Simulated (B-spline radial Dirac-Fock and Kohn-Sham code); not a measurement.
Nd: input and output of one calculation

ΔSCF core binding energies without Breit or QED terms, calculated with a radial atomic solver. Keys: rel is the Hamiltonian (dirac, or spin-free x2c and nr, where L3 and M5 stand for the whole 2p and 3d shells), method is hf or an exchange,correlation pair (spin-unpolarised, also for the hole states), nuc the nuclear model, radius_factor scales its radius, rmax is the box in bohr, h the logarithmic mesh step, order the B-spline order, points the quadrature points per cell, c_factor scales the speed of light, and damp, ndamp, maxit and tol steer the iteration. The run stops when the commutator error falls below 10·tol·max(1, Z/10), or the numerical noise floor, and the energy has settled to about 1e-8 Ha; the virial ratio is −V/T.

Input (task.json):

```json
{"items": [{"Z": 60, "q": 0, "cfg": [[1, 0, 2], [2, 0, 2], [2, 1, 6], [3, 0, 2], [3, 1, 6], [3, 2, 10], [4, 0, 2], [4, 1, 6], [4, 2, 10], [4, 3, 4], [5, 0, 2], [5, 1, 6], [6, 0, 2]], "A": 142, "rrms": 4.9123, "do": "settings", "holes": ["K", "L3", "M5"],
  "settings": [{"rel": "dirac", "method": "hf", "nuc": "fermi", "radius_factor": 1.0, "rmax": 45.0, "h": 0.3, "order": 8, "points": 10, "c_factor": 1.0, "maxit": 2, "damp": 0.5, "ndamp": 3, "tol": 1e-08}]}]}
```

Command: `python xray2_run.py task.json out`

Ground-state iterations:

```
iter   energy (Ha)        error
   1    -9612.43950673  2.01e+00
   2    -9616.08741222  6.95e-01
```

The ground state had not converged after 2 iterations, with total energy -9616.08741 Ha, virial ratio 1.90994 and highest orbital energy 72.72 eV. ΔSCF binding energies: K (1s) 43872.1 eV, L3 (2p3/2) 6336.7 eV, M5 (3d5/2) 1064.8 eV (not all states converged, so these are not final).

**Question.** One setting is unsound. Which, and why?

**Answer.** maxit ends the run before self-consistency. With the default settings (Dirac Hartree-Fock): The ground state converged in 13 iterations, with total energy -9625.13683 Ha, virial ratio 1.92741 and highest orbital energy -4.74 eV. ΔSCF binding energies: K (1s) 43746.4 eV, L3 (2p3/2) 6226.3 eV, M5 (3d5/2) 983.4 eV.
